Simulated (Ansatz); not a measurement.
Relaxation of CH5BClNO (10 atoms, charge 0, multiplicity 1), to a largest force component of 0.015 eV/Å in at most 40 steps.

Level of theory: RKS r2SCANh-D4/def2-SVP (Ansatz 0.2.0).

```xyz
10
Properties=species:S:1:pos:R:3
O -0.472 1.294 1.536
C -0.537 0.227 0.667
N 0.397 0.434 -0.432
B 0.475 -0.749 -1.381
Cl 2.088 -1.776 -1.324
H 0.311 1.287 2.061
H -1.535 0.136 0.258
H -0.261 -0.681 1.238
H 1.391 0.473 0.046
H -0.351 -1.076 -2.074
```

Problem. Where does it end, and by what steps?

Solution. It converged. After 18 steps the energy has fallen by 1.407 eV; H9 moved furthest, 1.07 Å.

```tsv
step	energy less start (eV)	largest force component (eV/Å)	accepted
0	0.0000	3.233	yes
1	-0.7165	1.931	yes
2	-0.9902	1.111	yes
3	-1.1622	0.729	yes
4	-1.2829	0.207	yes
5	-1.3289	0.286	yes
6	-1.3527	0.568	yes
7	-1.3452	0.739	no
8	-1.3771	0.232	yes
9	-1.3838	0.259	yes
10	-1.3974	0.169	yes
11	-1.4012	0.071	yes
12	-1.4031	0.304	yes
13	-1.4048	0.107	yes
14	-1.4042	0.191	no
15	-1.4054	0.078	yes
16	-1.4065	0.027	yes
17	-1.4066	0.030	yes
18	-1.4067	0.012	yes
```

```xyz
10
Properties=species:S:1:pos:R:3
O -0.604 1.463 0.934
C -0.513 0.073 0.832
N 0.615 -0.391 0.058
B 0.599 -0.622 -1.315
Cl 2.101 -1.081 -2.138
H 0.141 1.784 1.454
H -1.432 -0.255 0.329
H -0.476 -0.406 1.828
H 1.493 -0.465 0.561
H -0.417 -0.532 -1.948
```

The run took 53 s on 2 threads of Intel(R) Xeon(R) Platinum 8375C CPU @ 2.90GHz (Ice Lake) (shared host), peak memory 0.25 GiB.
